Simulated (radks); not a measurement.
All-electron atom: the silicon ion Si+ in [Ne] 3s1 3p2 (not the ground configuration). All-electron calculation, non-relativistic Kohn-Sham, PBE, spin-polarised, spherical densities, point nucleus; open shells are filled with parallel spins first. Program: a radial shooting solver on a logarithmic mesh with Libxc functionals.

Normalised radial functions P(r) = r R(r), r in bohr:

r,2s up
0.007483,0.1814
0.009513,0.2239
0.01219,0.2761
0.0155,0.3344
0.01986,0.4018
0.02545,0.4734
0.03235,0.5412
0.04146,0.6002
0.0527,0.6329
0.06753,0.6221
0.08585,0.5467
0.11,0.3798
0.141,0.1101
0.1792,-0.2405
0.2297,-0.6546
0.292,-1.0331
0.3741,-1.3046
0.4756,-1.3741
0.6095,-1.2254
0.781,-0.9129
0.9929,-0.5663
1.272,-0.2740
1.617,-0.1046
2.073,-0.0274
2.635,-0.0049
3.377,-0.0005
4.327,0.0000
5.501,0.0000
7.049,0.0000

2s up: eigenvalue -149.56 eV, 1 radial node at r = 0.153 bohr, <r> = 0.570 bohr, 90 % of the charge inside 0.898 bohr.
